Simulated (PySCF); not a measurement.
TiF₄: fields on a plane

These are results of B3LYP/[Ti def2-SVP, F def2-SVP], no relativity, density fitting, PySCF, not measurements.

The singlet minimum has Ti–F 1.735 Å (×4); F–Ti–F 109.5° (×6).

The plane holds Ti1 at (0.00, 0.00), F2 at (1.73, 0.00), F3 at (-0.58, 1.64) Å. Columns run from x = -2.55 to 4.05 Å, rows from y = 4.05 (top) to -1.95 Å, in steps of 0.3 Å. Other isomers or separated fragments may lie lower.

Task: Give the electron localisation function (set to 0 where the density is under 0.005 e/Å³). Lower edges of the bins: '0' 0.000, '1' 0.087, '2' 0.175, '3' 0.262, '4' 0.350, '5' 0.437, '6' 0.524, '7' 0.612, '8' 0.699, '9' 0.787; top 0.87.

Result: 
```
00000000000000000000000
00000000000000000000000
00000000000000000000000
00000011000000000000000
00002344310000000000000
00024677642000000000000
00136999964100000000000
00148998985200000000000
00258915996200000000000
00258987984001221000000
00147898520015654210000
00024322342038987520000
00000028888259999741000
00000079558369159852000
00000089559369159852000
00000038999259999741000
00000002684038987520000
00000000000025654210000
00000000000002321000000
00000000000000000000000
00000000000000000000000
```

Task: Give the electrostatic potential (V) (cut at 20 V). Lower edges of the bins (V): '0' -0.66, '1' -0.54, '2' -0.35, '3' -0.04, '4' 0.44, '5' 1.21, '6' 2.44, '7' 4.37, '8' 7.44, '9' 12.30; top 20.0.

Result: 
```
22222222222233333333333
22222222222233333333333
22221111222233333333333
22211000122233333333333
22110000112233333333333
22100244322333333333333
22113688743333333333222
22226999964444333322222
33236999986554433222222
33346999987665432222222
34456899998775542111222
44556899999987765201122
44567899999999998400122
45567999999999999510122
45567999999999999510122
44567899999999998400122
44566899999987765201122
44456778998876542111222
34445667777765432222222
33444556666655433222222
33334445555554433332222
```
